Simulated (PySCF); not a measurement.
The numbers are results of PySCF with B3LYP-D3(BJ)/def2-TZVP, not measurements. Gas-phase values, no solvent. B3LYP has the VWN-RPA correlation part, as in Gaussian. Excitations are Tamm–Dancoff values on a coarser integration grid. The basis has no diffuse functions, so Rydberg states are missing or too high.

Reference species (SMILES): `[H]/[O+]=C/N` (charge +1, multiplicity 1).

```json
{
 "S1 excitation (TDA)": "8.31 eV",
 "HOMO": "-15.62 eV"
}
```

Changed species: `[NH3+]C=O` (not the most basic site) (proton added at N1; the reference has proton added at O3).

Problem. What does the change do to the S1 excitation (TDA) and HOMO?

Solution. the S1 excitation (TDA) falls by 3.04 eV, to 5.27 eV; the HOMO rises by 0.64 eV, to -14.98 eV.
